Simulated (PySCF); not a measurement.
# Spinor energies of I³⁺ (iodine, charge +3)

Start: [Kr] 4d10 5s2 5p2; 5p3/2 filled at m_j = +1/2, +3/2. Calculated with PySCF 2.14 in x2c-TZVPall-2c: generalised Hartree-Fock with the X2C-1e Hamiltonian and a Gaussian nucleus; one run each with spin-orbit coupling (SO) switched off, then screened by Boettger's factors. This is a chosen level, not necessarily the ground level.

```tsv
spinor shell	electrons	ε, spin-free (eV)	ε, screened SO (eV)	weight of nominal j (screened SO)	rms radius, screened SO (bohr)
1s1/2	2	-33366.8	-33363.1	1.000	0.0311
2s1/2	2	-5282.4	-5281.4	1.000	0.127
2p1/2	2	-4737.5	-4945.3	1.000	0.109
2p3/2	4	-4737.5	-4643.8	1.000	0.115
3s1/2	2	-1134.7	-1134.4	1.000	0.334
3p1/2	2	-953.79	-994.02	1.000	0.327
3p3/2	4	-953.79	-935.52	1.000	0.338
3d3/2	4	-683.51	-690.58	1.000	0.311
3d5/2	6	-683.51	-678.52	1.000	0.314
4s1/2	2	-243.15	-243.07	1.000	0.787
4p1/2	2	-183.80	-191.73	1.000	0.826
4p3/2	4	-183.80	-180.17	1.000	0.854
4d3/2	4	-94.597	-95.695	0.993	0.980
5s1/2	2	-51.187	-51.199	0.999	1.97
5p3/2	2	-39.734	-39.568	0.603	2.26
```

**Question.** Where does 4d5/2 lie, and what is the 4d spin-orbit splitting (screened SO)?

**Answer.** At -93.801 eV, 1.894 eV above 4d3/2.

```tsv
quantity	spin-free	screened SO
E (hartree)	-7109.55453	-7111.68219
M_J	2	2
⟨J²⟩	6.006	6.007
⟨L²⟩	2.004	2.902
⟨S²⟩	2.002	1.594
```

Each row is a mean over spinors that exchange with the open shell spreads, by up to 4.315 eV (5s1/2).

Rows whose weight is well below 1 are mixtures of j = l ± 1/2: exchange outweighs spin-orbit coupling there, and the label is only the starting occupation.

Breit and QED terms are absent; they matter most for the inner s and p1/2 levels.

Densities and radii are taken from the X2C orbitals without a picture-change correction, which distorts them close to the nucleus.

Without spin-orbit coupling the j labels of p, d and f shells carry no meaning; the spin-free column gives the mean over the occupied spinors of each nl shell.
